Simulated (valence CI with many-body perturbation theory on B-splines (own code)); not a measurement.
Energy levels of Dy²⁴⁺

Calculated by valence CI with perturbative core correlation (CI+MBPT): six valence electrons over a frozen Dirac-Fock core [Kr], a basis of 7 s, 7 p, 8 d, 6 f, 4 g, 1 h functions for each j, with the one-electron correlation potential Σ1 (screened to all orders), the two-electron term Σ2, the three-electron term Σ3, Breit, model QED; selected single and double excitations, second order for the rest, scaled by the run's own slope (own B-spline code, finite nucleus).

No measured levels were compared; by estimate terms of the open shell hold to 2 to 4 % of their energy, and close levels can change places. Core correlation moves these levels by up to 8400 cm⁻¹, and in measured spectra 5 to 20 % of such shifts remained as error; rates that hang on mixing are uncertain with them. Among the levels kept, up to 810 cm⁻¹ of a level comes from second order outside the variational space, and about a tenth of that is noise between levels of different J, which matters for small intervals. Only levels of the ground parity were solved; by the run's estimate the other parity begins above the list, which can be wrong where configurations are misplaced.

Levels 1 to 34 of 34, with energies above the lowest level, (4d3/2^4 4d5/2^2) J=4. "Leading %" is the weight of the configuration and term that name the level; weights of strongly mixed levels are sums over their largest components and can fall short. In the jj column 3d3/2^4 stands for four electrons in 3d with j = 3/2.

```tsv
No.	Configuration	Term	J	E (cm⁻¹)	Leading %	g	Second component	Leading jj
1	4d⁶	⁵D	4	0	51	1.337	32 % 4d⁶ ³F	4d3/2^4 4d5/2^2 (85 %)
2	4d⁶	³P	2	17290	41	1.346	25 % 4d⁶ ⁵D	4d3/2^4 4d5/2^2 (88 %)
3	4d⁶	⁵D	0	47569	39		38 % 4d⁶ ³P	4d3/2^4 4d5/2^2 (66 %)
4	4d⁶	⁵D	3	51813	77	1.418	14 % 4d⁶ ³F	4d3/2^3 4d5/2^3 (89 %)
5	4d⁶	⁵D	1	62770	62	1.386	25 % 4d⁶ ³P	4d3/2^3 4d5/2^3 (89 %)
6	4d⁶	⁵D	4	64233	32	1.130	24 % 4d⁶ ³H	4d3/2^3 4d5/2^3 (84 %)
7	4d⁶	³G	5	82173	57	1.126	42 % 4d⁶ ³H	4d3/2^3 4d5/2^3 (98 %)
8	4d⁶	³H	6	83556	73	1.120	26 % 4d⁶ ¹I	4d3/2^3 4d5/2^3 (97 %)
9	4d⁶	³F	2	94926	51	0.931	26 % 4d⁶ ¹D	4d3/2^3 4d5/2^3 (85 %)
10	4d⁶	³G	3	97627	32	1.031	31 % 4d⁶ ³F	4d3/2^3 4d5/2^3 (92 %)
11	4d⁶	⁵D	2	115610	44	1.269	20 % 4d⁶ ³D	4d3/2^2 4d5/2^4 (56 %)
12	4d⁶	³D	1	123380	51	0.984	39 % 4d⁶ ³P	4d3/2^3 4d5/2^3 (85 %)
13	4d⁶	³P	0	123740	86		7 % 4d⁶ ⁵D	4d3/2^3 4d5/2^3 (56 %)
14	4d⁶	³G	4	125250	42	1.021	29 % 4d⁶ ¹G	4d3/2^3 4d5/2^3 (79 %)
15	4d⁶	³P	2	132010	40	1.300	33 % 4d⁶ ³D	4d3/2^2 4d5/2^4 (55 %)
16	4d⁶	³F	3	135660	51	1.104	30 % 4d⁶ ¹F	4d3/2^3 4d5/2^3 (93 %)
17	4d⁶	¹S	0	136560	51		44 % 4d⁶ ⁵D	4d3/2^2 4d5/2^4 (77 %)
18	4d⁶	³F	4	142770	43	1.098	36 % 4d⁶ ³H	4d3/2^2 4d5/2^4 (92 %)
19	4d⁶	³H	5	151590	57	1.102	42 % 4d⁶ ³G	4d3/2^2 4d5/2^4 (98 %)
20	4d⁶	¹F	3	152240	30	1.177	29 % 4d⁶ ³D	4d3/2^2 4d5/2^4 (76 %)
21	4d⁶	¹I	6	162580	73	1.042	26 % 4d⁶ ³H	4d3/2^2 4d5/2^4 (97 %)
22	4d⁶	³G	3	163350	49	0.939	38 % 4d⁶ ³F	4d3/2^2 4d5/2^4 (94 %)
23	4d⁶	³P	1	175460	61	1.123	37 % 4d⁶ ³D	4d3/2^2 4d5/2^4 (82 %)
24	4d⁶	¹G	4	181550	59	1.056	23 % 4d⁶ ³F	4d3/2^2 4d5/2^4 (83 %)
25	4d⁶	¹D	2	181660	38	1.053	30 % 4d⁶ ³P	4d3/2^2 4d5/2^4 (84 %)
26	4d⁶	³F	2	207450	76	0.815	11 % 4d⁶ ³P	4d3/2^2 4d5/2^4 (92 %)
27	4d⁶	³P	1	212920	72	1.499	27 % 4d⁶ ⁵D	4d3/2 4d5/2^5 (90 %)
28	4d⁶	³F	4	213460	66	1.169	20 % 4d⁶ ¹G	4d3/2^2 4d5/2^4 (84 %)
29	4d⁶	¹G	4	248090	58	1.023	17 % 4d⁶ ³F	4d3/2 4d5/2^5 (78 %)
30	4d⁶	³P	2	256330	51	1.260	24 % 4d⁶ ¹D	4d3/2 4d5/2^5 (76 %)
31	4d⁶	³F	3	260180	44	1.066	27 % 4d⁶ ¹F	4d3/2 4d5/2^5 (91 %)
32	4d⁶	¹D	2	261890	87	1.007	9 % 4d⁶ ³D	4d3/2^2 4d5/2^4 (77 %)
33	4d⁶	¹S	0	275820	49		43 % 4d⁶ ³P	4d5/2^6 (51 %)
34	4d⁶	¹S	0	338460	69		27 % 4d⁶ ³P	4d3/2^2 4d5/2^4 (50 %)
```

Where two levels of one J and parity lie close, their mixing, g and order are uncertain.

The ionisation energy to 4d⁵ ⁶S5/2 of the next ion comes out as 829.27 eV (NIST: 827 ± 4 eV (theoretical)). All 34 levels together are meant to be complete up to 351240 cm⁻¹.
